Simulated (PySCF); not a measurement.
Fe(Cl)3, SMILES [Cl][Fe]([Cl])[Cl] (Cl₃Fe), multiplicity 6, CAM-B3LYP/def2-SVP optimised geometry.

```
4

Fe    -0.53     0.00     0.00
Cl    -1.60     1.85     0.00
Cl    -1.60    -1.85     0.00
Cl     1.60     0.00     0.00
```

Density from PySCF with unrestricted CAM-B3LYP/def2-TZVP at that geometry.

Minimum of the electron density along straight lines between bonded atoms, close to the bond critical point (lines longer than 1.1 times the sum of covalent radii, or with two minima, are not listed):

| bond | length / Å | ρ at the minimum / e bohr⁻³ | ∇²ρ there / e bohr⁻⁵ | position (fraction from the first atom) |
|---|---|---|---|---|
| Fe1–Cl2 | 2.134 | 0.102 | 0.30 | 0.46 |
| Fe1–Cl3 | 2.134 | 0.102 | 0.30 | 0.46 |
| Fe1–Cl4 | 2.134 | 0.102 | 0.30 | 0.46 |
